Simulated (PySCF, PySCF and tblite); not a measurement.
A run on one conformer of C₁₀H₁₄O₂S, numbered as in [CH3:1][C:2]([CH3:3])([CH3:4])[S:5](=[O:6])(=[O:7])[c:8]1[cH:9][cH:10][cH:11][cH:12][cH:13]1, from an ensemble study. The sound level was B97-2/6-31G* on GFN2-xTB geometries.

Input:

```
{"job": {"xc": "SCAN", "basis": "6-31G*", "kind": "nmr", "pop": false}, "charge": 0, "multiplicity": 1}
C     -1.575766    -1.344405    -0.637116
C     -1.726700     0.040590    -0.042774
C     -1.541011     1.153267    -1.053554
C     -3.010993     0.190967     0.751819
S     -0.393202     0.234148     1.229048
O     -0.462945     1.572810     1.757600
O     -0.497354    -0.857909     2.163280
C      1.181221     0.066994     0.360321
C      1.790708     1.192718    -0.160405
C      2.994113     1.061690    -0.833834
C      3.572787    -0.189788    -0.976985
C      2.959996    -1.310910    -0.439284
C      1.756395    -1.183298     0.234450
H     -1.540321    -2.078513     0.164668
H     -0.660045    -1.418571    -1.221015
H     -2.419311    -1.575731    -1.285629
H     -1.482040     2.106475    -0.533025
H     -2.380897     1.184474    -1.745851
H     -0.626259     1.009202    -1.625797
H     -3.882802     0.096012     0.106469
H     -3.028744     1.165181     1.235088
H     -3.053460    -0.573551     1.524252
H      1.325618     2.154457    -0.012567
H      3.482363     1.934101    -1.241340
H      4.511820    -0.290359    -1.500798
H      3.421512    -2.281626    -0.540625
H      1.265423    -2.032002     0.683618
```

Command: OMP_NUM_THREADS=1 python ens_run.py task.json out

Output:

```
NotImplementedError: meta-GGA GIAO
```

What is wrong with this calculation?

The setting at fault: functional unknown or not served for shieldings. GIAO shieldings aren't available for SCAN here. The program refused the input.
